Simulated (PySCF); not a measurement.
# Electron correlation in S+ (sulfur, charge +1)

Starting occupation: [Ne] 3s2 3p3, 3p3/2 with m_j = -1/2, +1/2, +3/2. All numbers are calculated (PySCF 2.14, X2C-1e with screened-nucleus spin-orbit coupling, Gaussian nucleus, in x2c-SVPall-2c with one added diffuse shell each of s, p type (5s5p1d, 25 functions)). Frozen: [Ne]; 5 electrons correlated.

MP2 pair energies summed by pair of shells (mhartree):

```
 pair  energy  share (%)
3p-3s  -44.90       64.3
3p-3p  -16.68       23.9
3s-3s   -8.28       11.8
```

Total MP2 correlation energy: -69.86 mhartree.

The GHF reference relaxed away from the jj start to a determinant that is no pure jj level (⟨S²⟩ = 3.75, ⟨J²⟩ = 3.75); the energies belong to that determinant.
